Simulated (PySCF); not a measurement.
Work out the structure from these simulated measurements.

Elements present: C, H, N, O and Si. Monoisotopic mass: 145.0379 u.

| Item | Value |
| --- | --- |
| 13C NMR | chemical shifts (computed TMS as zero) by class: 183.7 (1 C), 57.7 (1 C), 9.0 (1 C), 8.3 (1 C) ppm [GIAO PBE0/pcSseg-1] |
| Rotational structure | rotational constants A, B, C: 3.747, 0.689, 0.631 GHz [PBE0-D3(BJ)/def2-SVP] |
| UV, first state | lowest singlet excitation: 4.39 eV (283 nm, f = 0.003) [TDDFT CAM-B3LYP/def2-SVPD] |
| Dipole | 1.75 D [CAM-B3LYP/def2-SVPD] |
| Triplet | lowest triplet excitation (Tamm–Dancoff): 3.57 eV [TDA CAM-B3LYP/def2-SVPD] |
| Valence photoelectron | vertical ionisation energy: 9.25 eV [ΔSCF CAM-B3LYP/def2-SVPD] |
| UV, strongest line | among the 10 lowest singlet transitions: S2 at 6.72 eV (185 nm, f = 0.196) [TDDFT CAM-B3LYP/def2-SVPD] |
| XPS | Si2p3/2 106.8, Si2p3/2 107.1, C1s 290.1, C1s 290.2, C1s 291.0, C1s 291.4, N1s 404.6, O1s 537.4, Si1s 1846.7, Si1s 1846.9 eV [ΔSCF SCAN, pcX-2 on the ionised atom, pcseg-1 elsewhere, spin-free X2C, 2p3/2 from a spin–orbit splitting computed afterwards within the 2p shell] |

Gas-phase values; electronic properties from PySCF, density fitting. Levels stand in brackets. The structure is a single PBE0-D3(BJ)/def2-SVP conformer in the gas phase; no vibrational or solvent corrections. NMR classes are plain means over equivalent atoms (diastereotopic ones count apart unless rotation or inversion swaps them), as if these changed places fast.

Question: Which formula fits the mass and the elements?

Answer: C4H11NOSi2 (calculated 145.0379). No other formula that holds each of these elements comes within 0.0003 u with a fitting electron parity and a possible valence count.

Question: Give a SMILES that accounts for the data.

Answer: Numbering: `[CH3:1]/[N:2]=[CH:3]/[Si@H:4]1[CH2:5][CH2:6][SiH2:7][O:8]1`. Its formula, C4H11NOSi2, gives 2 degrees of unsaturation: 1 ring and 1 π bond in the structure found. 4 carbons fall into 4 classes; from least to most shielded: C=N carbon [C3] (183.7 ppm), N-methyl carbon [C1] (57.7 ppm), ring sp3 carbon bound to silicon [C5] (9.0 ppm), ring sp3 carbon bound to silicon [C6] (8.3 ppm). The core levels belong to: Si2p3/2 106.8 eV, oxygen-bound silicon [Si4]; Si2p3/2 107.1 eV, oxygen-bound silicon [Si7]; C1s 290.1 eV, sp3 carbon bound to silicon [C5]; C1s 290.2 eV, sp3 carbon bound to silicon [C6]; C1s 291.0 eV, C=N carbon [C3]; C1s 291.4 eV, N-methyl carbon [C1]; N1s 404.6 eV, C=N nitrogen [N2]; O1s 537.4 eV, siloxane oxygen [O8]; Si1s 1846.7 eV, oxygen-bound silicon [Si4]; Si1s 1846.9 eV, oxygen-bound silicon [Si7]. The hole state at 291.0 eV has ⟨S²⟩ = 0.83 against 0.75, so that value is less sure. The first electron is taken from the HOMO, whose largest Löwdin shares are 0.50 on the C=N nitrogen, 0.17 on the C=N carbon, 0.09 on the N-methyl carbon and 0.07 on the hydrogen on a C=N carbon. The optimised geometry has point group C1 and is an asymmetric top. Structure: `C/N=C/[Si@H]1CC[SiH2]O1`. Computed isomers that give other values at the same levels: `CC(=O)NC1[SiH2]C[SiH2]1` (13C chemical shifts (computed TMS as zero) by class: 173.5 (1 C), 27.9 (1 C), 22.6 (1 C), -5.2 (1 C) ppm); `CC(=O)N[SiH]1C[SiH2]C1` (13C chemical shifts (computed TMS as zero) by class: 177.1 (1 C), 24.0 (1 C), -0.7 (2 C) ppm); `C[C@@H](C#N)O[SiH2]C[SiH3]` (core binding energies: Si2p3/2 106.7, Si2p3/2 107.5, C1s 290.1, C1s 291.3, C1s 292.2, C1s 293.8, N1s 405.1, O1s 538.4, Si1s 1846.4, Si1s 1847.4 eV). The assignments are read from this structure; whether some other isomer fits the data as well wasn't checked. The mirror image fits equally.
